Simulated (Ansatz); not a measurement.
Isomers of CH7AlSi2, relaxed with PBE0-D4/def2-TZVP in Ansatz; electronic energies, one conformer each and not always the lowest. Functionals use def2-TZVPP; CBS adds triple-zeta CCSD(T) − MP2 to the MP2 limit of def2-TZVPP and def2-QZVPP.

(1) Order them by energy at frozen-core CCSD(T)/CBS, lowest first. (Best estimate.)
A. `[AlH2][SiH]1C[SiH2]1`
B. `[SiH3][CH]1[AlH][SiH2]1`
C. `C1[SiH2][AlH][SiH2]1`
D. `[SiH3][SiH]1[CH2][AlH]1`
E. `C[SiH]1[AlH][SiH2]1`

(2) How do B3LYP-D4, MP2/CBS(def2), PBE0-D4, ωB97M-V place them (kcal/mol, against `C1[SiH2][AlH][SiH2]1`)? (Estimate.)

Answers

(1) C (0.0 kcal/mol), A (9.8 kcal/mol), B (11.1 kcal/mol), E (13.5 kcal/mol), D (20.4 kcal/mol).

(2) Computed: 
| isomer | B3LYP-D4 | MP2/CBS(def2) | PBE0-D4 | ωB97M-V |
| --- | --- | --- | --- | --- |
| `[SiH3][CH]1[AlH][SiH2]1` | 12.7 | 8.8 | 12.3 | 10.0 |
| `[SiH3][SiH]1[CH2][AlH]1` | 19.6 | 20.1 | 20.8 | 20.3 |
| `[AlH2][SiH]1C[SiH2]1` | 10.0 | 9.2 | 9.4 | 9.3 |
| `C[SiH]1[AlH][SiH2]1` | 13.1 | 14.2 | 11.2 | 14.2 |

B3LYP here is the variant with VWN-RPA as its local correlation; programs differ in this.
